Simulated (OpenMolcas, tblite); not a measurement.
BNH3ClO (SMILES NB(O)Cl): methods side by side

BNH3ClO has 7 atoms, charge 0, and is taken as a singlet. SMILES: `NB(O)Cl`. The shape is that of a PBE0-D4/def2-TZVP optimisation. This is one conformer, not always the lowest.

```jsonl
{"atom": "N", "x (Å)": "-0.5201", "y (Å)": "0.9762", "z (Å)": "-0.0144"}
{"atom": "B", "x (Å)": "0.0609", "y (Å)": "-0.2881", "z (Å)": "-0.0833"}
{"atom": "O", "x (Å)": "1.0970", "y (Å)": "-0.6226", "z (Å)": "0.7324"}
{"atom": "Cl", "x (Å)": "-0.5700", "y (Å)": "-1.4771", "z (Å)": "-1.2604"}
{"atom": "H", "x (Å)": "-1.2842", "y (Å)": "1.2573", "z (Å)": "-0.5991"}
{"atom": "H", "x (Å)": "-0.1943", "y (Å)": "1.6717", "z (Å)": "0.6334"}
{"atom": "H", "x (Å)": "1.4108", "y (Å)": "-1.5174", "z (Å)": "0.5915"}
```

Quantity: the dipole moment, in D. The values are calculated.

| level | kind | program | value (D) |
| --- | --- | --- | --- |
| IPEA1-xTB | semi-empirical | tblite | 2.46 |
| HF/def2-SVPD | Hartree–Fock | OpenMolcas | 1.11 |
| SVWN5/def2-SVPD | LDA | OpenMolcas | 1.22 |
| BLYP/def2-SVPD | GGA | OpenMolcas | 1.21 |
| M06-L/def2-SVPD | meta-GGA | OpenMolcas | 1.23 |
| r2SCAN/def2-SVPD | meta-GGA | OpenMolcas | 1.23 |
| BHLYP/def2-SVPD | global hybrid | OpenMolcas | 1.14 |

The values span 1.11 to 2.46 D. Magnitudes only.
